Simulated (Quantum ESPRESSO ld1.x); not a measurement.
Task: The molybdenum ion Mo2+, configuration [Kr] 4d4. Calculated with ld1.x of Quantum ESPRESSO 7.5: scalar-relativistic Kohn-Sham, LDA (Slater exchange, Perdew-Wang correlation), spin-polarised, spherical densities, point nucleus; open shells are filled with parallel spins first. Some entries of the table are withheld. Estimate them.

orbital  occ.  eigenvalue (hartree)  r(max) (bohr)
1s down     1             -728.1342        0.02290
1s up       1             -728.1341        0.02290
2s up       1             -103.4516         0.1298
2s down     1             -103.4349         0.1298
2p up       3              -92.6238         0.1036
2p down     3              -92.6109         0.1036
3s up       1              -18.1523         0.3841
3s down     1              -18.1403         0.3841
3p up       3              -14.6054         0.3774
3p down     3              -14.5924         0.3774
3d up       5               -8.8166         0.3219
3d down     5               -8.7990         0.3220
4s up       1                   (1)         0.9879
4s down     1                   (2)         0.9840
4p up       3               -2.1248            (3)
4p down     3               -2.0316            (4)
4d up       4               -0.8094          1.353
4d down     0               -0.7123          1.346

Result: 
(1) 4s up eigenvalue (hartree): -3.0763
(2) 4s down eigenvalue (hartree): -2.9899
(3) 4p up r(max) (bohr): 1.070
(4) 4p down r(max) (bohr): 1.064
